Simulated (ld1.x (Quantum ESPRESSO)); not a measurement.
## Pseudopotential generation for Tc: TM semilocal, PBE, scalar-relativistic.

technetium (Tc), norm-conserving Troullier–Martins (semilocal form), made with ld1.x (Quantum ESPRESSO) 7.5 (PBE, scalar-relativistic). Core [Kr], reference 4d5 5s0.5 5p0 (charge +1.5). Waves: 5p (bound, empty): rc 2.70 bohr; 4d (bound): rc 2.05 bohr; 5s (bound): rc 2.80 bohr. Local part: the s channel. Core correction: Bessel-smoothed model core inside 1.60 bohr.

Results:

| Property | Result |
| --- | --- |
| Cutoffs needed | 40 Ry and 50 Ry (the cutoffs (Ry, on a coarse ladder) from which the occupation-weighted sum of valence levels, in a spherical-Bessel basis at the reference potential, stays within 10 and 1 mRy of its value at 400 Ry) |
| Ghost test | no extra level below or beside the all-electron valence levels (p, d, s tested); the semilocal form is local in each channel, so this says nothing of the separable form that plane-wave codes build from it (spherical-Bessel basis up to 400 Ry, 20 bohr box) |
| Largest excitation error | -215 meV (all-electron minus pseudo) for 4d4 5s2 5p1, out of 7 test configurations |

Generation and tests took about 2.9 s on one core of a shared server CPU.
